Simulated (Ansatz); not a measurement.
A made-up structure of CHOSe, doublet:

```
4
angstrom
O -0.6824 -0.0458 1.7274
C -0.3270 0.3265 0.6908
Se 0.4373 -0.7458 -0.8018
H -0.3290 1.3404 1.0002
```

It is relaxed with PBE-D4/def2-SVP and then PBE0-D4/def2-TZVP (Ansatz 0.2.0). Atoms count as bonded within 1.22 times the sum of their covalent radii (H–H: 0.88 Å). The end point is not checked to be a true minimum.

(1) Does its bonding change? (A judgement: the text doesn't fix the answer.)

Results:

(1) The calculation gives: No: no bond forms or breaks.

Where it ends: The first stage lowers the energy by 1.45 eV in 10 steps. It ends as CHOSe ([O][CH][Se]):
```xyz
4
angstrom
O -0.7273 -0.2446 1.7936
C -0.2997 0.3085 0.8291
Se 0.3608 -0.5968 -0.7280
H -0.2350 1.4082 0.7219
```

Labels in which every atom is bracketed show which atoms are joined, not bond orders.

For scale, one of the runs: PBE0-D4/def2-TZVP relaxation, 116 basis functions, launched by `ansatz run in.yaml --threads 2 --pin off --events-out ev --progress --plain --max-ram 4352MiB`. Hardware: 2 CPU threads of an Arm Neoverse V1, shared host. Wall time about 37 s.
